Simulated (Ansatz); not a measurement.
## Ligand exchange: GeH(CH3)2Cl + SnCl2 → GeH(CH3)Cl2 + Sn(CH3)Cl

Species: GeH(CH3)2Cl, singlet; SnCl2 `[Cl][Sn][Cl]`, singlet; GeH(CH3)Cl2, singlet; Sn(CH3)Cl, singlet. The partners trade CH3 for Cl: Ge–CH3 and Sn–Cl bonds give way to Ge–Cl and Sn–CH3.

Shapes, held fixed at every level: PBE0-D4/def2-TZVP. Programs: Ansatz 0.2.0. The zero-point and thermal change to 298 K, harmonic and unscaled (PBE0-D4/def2-TZVP), is -2.6 kJ/mol.

Question: Estimate ΔH(298 K) of this reaction.

Answer: The highest level, CCSD(T)/def2-TZVPP, gives ΔH(298 K) = +70.1 kJ/mol; the levels span +70.1 to +77.7. The column of differences is taken from that level and isn't an error. No measured value is set beside it here. For atoms past krypton def2 sets carry core potentials with scalar relativity. Relativity is left out for Ge. Outer-core shells of Ge, Sn are correlated, in sets that cover them unevenly.

| level | kind | ΔH(298 K) (kJ/mol) | less CCSD(T)/def2-TZVPP |
| --- | --- | --- | --- |
| HF/def2-SVP | Hartree–Fock | +74.7 | +4.6 |
| r2SCAN-D4/def2-TZVPP | meta-GGA | +77.7 | +7.6 |
| BHLYP-D4/def2-TZVPP | global hybrid | +76.4 | +6.3 |
| PBE0-D4/def2-TZVPP | global hybrid | +75.4 | +5.3 |
| wB97M-V/def2-TZVPP | range-separated hybrid | +73.1 | +3.0 |
| MP2/def2-SVP | perturbation theory | +71.5 | +1.4 |
| MP2/def2-TZVPP | perturbation theory | +72.4 | +2.3 |
| CCSD(T)/def2-TZVPP | coupled cluster or CI | +70.1 | 0.0 |
